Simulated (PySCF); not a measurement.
Structure with atom numbers: `[CH3:1][Si:2]([Cl:3])([Cl:4])[Si:5]([Cl:6])([Cl:7])[Cl:8]` (H(Xn): hydrogen on atom n).

[PySCF: geometry: GFN2-xTB; shieldings: GIAO PBE0/pcSseg-1; no solvent model; non-relativistic Hamiltonian; rapidly exchanging positions averaged; one computed conformer]

References, each an isolated molecule treated in the same way: ¹³C and ¹H and ²⁹Si vs TMS; HCl for ³⁵Cl.

```json
{"atoms": "Cl6/Cl7/Cl8", "nucleus": "³⁵Cl", "count": "3", "δ (ppm)": "?"}
{"atoms": "Si2", "nucleus": "²⁹Si", "count": "1", "δ (ppm)": "23.1"}
{"atoms": "H(C1)", "nucleus": "¹H", "count": "3", "δ (ppm)": "0.80"}
{"atoms": "Cl3/Cl4", "nucleus": "³⁵Cl", "count": "2", "δ (ppm)": "67"}
{"atoms": "Si5", "nucleus": "²⁹Si", "count": "1", "δ (ppm)": "?"}
{"atoms": "C1", "nucleus": "¹³C", "count": "1", "δ (ppm)": "9.6"}
```

Problem. Estimate the values marked ?.

Solution. 
- Si5: 20.6 ppm, silicon bonded to 3 Cl, Si
- Cl6/Cl7/Cl8: 142 ppm, chlorine bonded to Si

Shifts are as computed. Against solution values, carbons near 30 ppm lie about +3 ppm off and those near 130 ppm about +5 ppm. Of 1211 compounds with measured shifts, 218 miss one by over three times the rms of a fit or turn the order of signals round; such compounds aren't used in these exercises.
